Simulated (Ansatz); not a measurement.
# One molecule, several partners

SiH₄ beside different partners, each pair relaxed from a docking trial to one local arrangement, named by its closest contact against the van der Waals radii; a more strongly bound one may exist. Pairs that react, share a proton or have a doubtful reference are left out. Counterpoise interaction energies from the frozen fragments; negative means bound. Gas-phase electronic energies, without zero-point energy, by CCSD(T) at an estimated basis limit (MP2 extrapolated from triple and quadruple zeta, plus CCSD(T) − MP2 in triple zeta); Ansatz 0.2.0, def2-TZVPPD and QZVPPD, frozen cores, on PBE0-D4/def2-TZVP (TZVPD for anions) structures. Extrapolation: Hartree–Fock as exp(−7.88 √X), correlation as X^−2.97.

```json
{"partner": "Cl⁻", "closest contact, atom of SiH₄ first (Å)": "H···Cl 2.47", "interaction energy (kJ/mol)": "-17.0"}
{"partner": "H₂O", "closest contact, atom of SiH₄ first (Å)": "Si···O 3.08", "interaction energy (kJ/mol)": "?"}
{"partner": "H₂", "closest contact, atom of SiH₄ first (Å)": "Si···H 3.51", "interaction energy (kJ/mol)": "-1.5"}
{"partner": "HCN", "closest contact, atom of SiH₄ first (Å)": "Si···N 3.35", "interaction energy (kJ/mol)": "-5.9"}
{"partner": "NH₃", "closest contact, atom of SiH₄ first (Å)": "Si···N 3.02", "interaction energy (kJ/mol)": "-9.9"}
{"partner": "HF", "closest contact, atom of SiH₄ first (Å)": "H···H 1.78", "interaction energy (kJ/mol)": "-5.5"}
```

Task: What is the interaction energy with H₂O? (To be estimated.)

Result: Computed: -6.6 kJ/mol. It counts from the two fragments frozen as in the pair.

T1 diagnostic: at most 0.015.

For scale, one of the runs: CCSD(T)/def2-TZVPPD, 207 basis functions, launched by `ansatz run in.yaml --threads 2 --pin off --events-out ev --progress --plain --max-ram 5222MiB`. Hardware: 2 CPU threads of an Arm Neoverse V2, shared host. Wall time 49 s; peak host memory 2.6 GiB.
